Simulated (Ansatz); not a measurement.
The cluster Be7O7⁻. Total charge -1; doublet. Geometry PBE0-D4/def2-SVP, that of the neutral singlet; atoms count from 1.

Cartesian coordinates in Å:
```
Be -1.076 -2.138 1.934
Be -0.271 2.150 -2.186
Be 1.564 -1.735 2.006
Be -2.907 -0.928 0.409
Be 2.211 1.698 -1.304
Be 3.028 -0.029 0.564
Be -2.549 0.983 -1.423
O 1.145 2.269 -2.060
O 0.288 -2.286 2.325
O -1.664 1.850 -2.129
O 3.092 0.985 -0.438
O -2.350 -1.811 1.381
O -3.221 0.032 -0.598
O 2.711 -1.040 1.519
```

The highest occupied level of the charge -1 doublet lies above zero (up to 1.22 eV). Energy differences put its binding near zero (-0.01 eV; vertical, against the charge 0 singlet, at PBE0-D4/def2-SVP), which leaves it undecided. Another isomer (singlet) lies 0.20 eV lower at PBE0-D4/def2-TZVP; other spin states weren't run for this one.

(1) Estimate the Mulliken populations from the PBE0/def2-SVP orbitals of Ansatz.

(2) Where does the spin sit?

(3) And the Mayer bond orders between heavy atoms (over 0.3)?

## Answers

(1) 
```tsv
atom	charge (e)	spin (α − β)
Be1	0.48	0.16
Be2	0.48	0.16
Be3	0.48	0.16
Be4	0.48	0.16
Be5	0.48	0.16
Be6	0.48	0.16
Be7	0.48	0.16
O8	-0.62	-0.01
O9	-0.62	-0.01
O10	-0.62	-0.01
O11	-0.62	-0.01
O12	-0.62	-0.01
O13	-0.62	-0.01
O14	-0.62	-0.01
```
Mulliken values depend strongly on the basis.

(2) Summed by element: Be 1.10, O -0.10, of 1 unpaired in all. Largest on single atoms: Be5 0.16, Be1 0.16, Be4 0.16.

(3) Be1–O9 1.08 (1.43 Å); Be1–O12 1.08 (1.43 Å); Be2–O8 1.08 (1.43 Å); Be2–O10 1.08 (1.43 Å); Be3–O9 1.08 (1.43 Å); Be3–O14 1.08 (1.43 Å); Be4–O12 1.08 (1.43 Å); Be4–O13 1.08 (1.43 Å); Be5–O8 1.08 (1.43 Å); Be5–O11 1.08 (1.43 Å); Be6–O11 1.08 (1.43 Å); Be6–O14 1.08 (1.43 Å); Be7–O10 1.08 (1.43 Å); Be7–O13 1.08 (1.43 Å).
